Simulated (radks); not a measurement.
Spherical quantum dot in the effective-mass picture: electrons in a hard-walled sphere of radius 3.44, all in effective atomic units (hartree* = m*/eps^2 hartree, bohr* = eps/m* bohr), one dielectric constant everywhere. Method: non-relativistic Kohn-Sham, PBE, spin-polarised, spherical densities; computed with a radial shooting solver with Libxc functionals. Levels are named by radial order and angular momentum (1s, 1p, 1d, 2s, ...), and open shells are averaged over m.

N = 27, configuration 1s2 1p6 1d10 1f(up 7, down 2). This is the lowest configuration that the search found. Occupied and some empty levels:

| level | occupation | eigenvalue (hartree*) | <r> (bohr*) |
|---|---|---|---|
| 1s up | 1 | 10.331 | 2.351 |
| 1s down | 1 | 10.386 | 2.337 |
| 1p up | 3 | 10.544 | 2.431 |
| 1p down | 3 | 10.602 | 2.423 |
| 1d up | 5 | 10.917 | 2.502 |
| 1d down | 5 | 10.978 | 2.498 |
| 1f up | 7 | 11.430 | 2.563 |
| 1f down | 2 | 11.494 | 2.560 |
| 2s up | 0 | 11.889 | 1.545 |
| 2s down | 0 | 11.910 | 1.546 |
| 1g up | 0 | 12.072 | 2.616 |
| 1g down | 0 | 12.138 | 2.614 |
| 2p up | 0 | 12.600 | 1.804 |
| 2p down | 0 | 12.627 | 1.802 |
| 2d up | 0 | 13.455 | 1.967 |
| 2d down | 0 | 13.488 | 1.965 |

Energy (hartree*): total 165.645, kinetic 44.475, external 0, Hartree 135.20, exchange-correlation -14.031.

Electron density:

| r (bohr*) | n(r) (e/bohr*^3) |
|---|---|
| 0.101 | 0.005456 |
| 0.358 | 0.006964 |
| 0.614 | 0.01102 |
| 0.871 | 0.01965 |
| 1.13 | 0.03651 |
| 1.38 | 0.06688 |
| 1.64 | 0.1157 |
| 1.90 | 0.1827 |
| 2.15 | 0.2566 |
| 2.41 | 0.3060 |
| 2.67 | 0.2894 |
| 2.92 | 0.1880 |
| 3.18 | 0.05717 |
| 3.44 | 0.00005149 |
